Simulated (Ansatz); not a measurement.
C3H10MoN2O, SMILES `C[N]=[Mo]([CH3])([OH])=[N]C` at its PBE0-D4/def2-TZVP geometry, where that method's forces vanish. The species carries charge 0 and has multiplicity 1. Mo: def2 effective core potential.

```
atom   x (Å)   y (Å)   z (Å)
  C1  -2.502  -0.676  -0.513
  N2  -1.107  -0.885  -0.377
 Mo3   0.540  -0.708   0.108
  C4   1.554  -0.412  -1.730
  O5   1.188  -2.213   1.080
  N6   0.765   0.796   0.928
  C7   0.394   2.042   1.498
  H8  -2.809   0.307  -0.137
  H9  -2.784  -0.734  -1.571
 H10  -3.067  -1.446   0.024
 H11   1.441  -1.314  -2.339
 H12   1.160   0.438  -2.288
 H13   2.615  -0.238  -1.526
 H14   1.704  -2.118   1.883
 H15   0.966   2.851   1.031
 H16   0.613   2.057   2.571
 H17  -0.672   2.254   1.359
```

(1) For each bond, give half the difference of the two atoms' forces along it (eV/Å; positive pushes the atoms apart) under PBE-D4, r2SCAN-D4, B3LYP-D4, ωB97M-V in def2-TZVPP. (Estimate.)

## Answers

(1) Ansatz gave: 
```json
{"bond": "C1–N2", "length (Å)": "1.417", "PBE-D4": "-0.33", "r2SCAN-D4": "-0.13", "B3LYP-D4": "0.01", "ωB97M-V": "0.59"}
{"bond": "C1–H8", "length (Å)": "1.096", "PBE-D4": "0.12", "r2SCAN-D4": "-0.02", "B3LYP-D4": "-0.07", "ωB97M-V": "-0.15"}
{"bond": "C1–H9", "length (Å)": "1.096", "PBE-D4": "0.13", "r2SCAN-D4": "-0.02", "B3LYP-D4": "-0.07", "ωB97M-V": "-0.15"}
{"bond": "C1–H10", "length (Å)": "1.096", "PBE-D4": "0.12", "r2SCAN-D4": "-0.03", "B3LYP-D4": "-0.07", "ωB97M-V": "-0.14"}
{"bond": "N2–Mo3", "length (Å)": "1.726", "PBE-D4": "0.60", "r2SCAN-D4": "0.37", "B3LYP-D4": "0.20", "ωB97M-V": "-0.46"}
{"bond": "Mo3–C4", "length (Å)": "2.120", "PBE-D4": "-0.20", "r2SCAN-D4": "-0.09", "B3LYP-D4": "0.10", "ωB97M-V": "0.16"}
{"bond": "Mo3–O5", "length (Å)": "1.906", "PBE-D4": "-0.09", "r2SCAN-D4": "-0.02", "B3LYP-D4": "0.10", "ωB97M-V": "0.19"}
{"bond": "Mo3–N6", "length (Å)": "1.727", "PBE-D4": "0.53", "r2SCAN-D4": "0.33", "B3LYP-D4": "0.19", "ωB97M-V": "-0.45"}
{"bond": "C4–H11", "length (Å)": "1.094", "PBE-D4": "0.10", "r2SCAN-D4": "-0.02", "B3LYP-D4": "-0.08", "ωB97M-V": "-0.07"}
{"bond": "C4–H12", "length (Å)": "1.091", "PBE-D4": "0.11", "r2SCAN-D4": "-0.01", "B3LYP-D4": "-0.08", "ωB97M-V": "-0.05"}
{"bond": "N6–C7", "length (Å)": "1.419", "PBE-D4": "-0.29", "r2SCAN-D4": "-0.10", "B3LYP-D4": "0.03", "ωB97M-V": "0.57"}
{"bond": "C7–H15", "length (Å)": "1.096", "PBE-D4": "0.13", "r2SCAN-D4": "-0.02", "B3LYP-D4": "-0.07", "ωB97M-V": "-0.15"}
{"bond": "C7–H16", "length (Å)": "1.096", "PBE-D4": "0.11", "r2SCAN-D4": "-0.03", "B3LYP-D4": "-0.07", "ωB97M-V": "-0.14"}
{"bond": "C7–H17", "length (Å)": "1.096", "PBE-D4": "0.12", "r2SCAN-D4": "-0.03", "B3LYP-D4": "-0.07", "ωB97M-V": "-0.14"}
```

B3LYP here is the variant with VWN-RPA as its local correlation; programs differ in this.
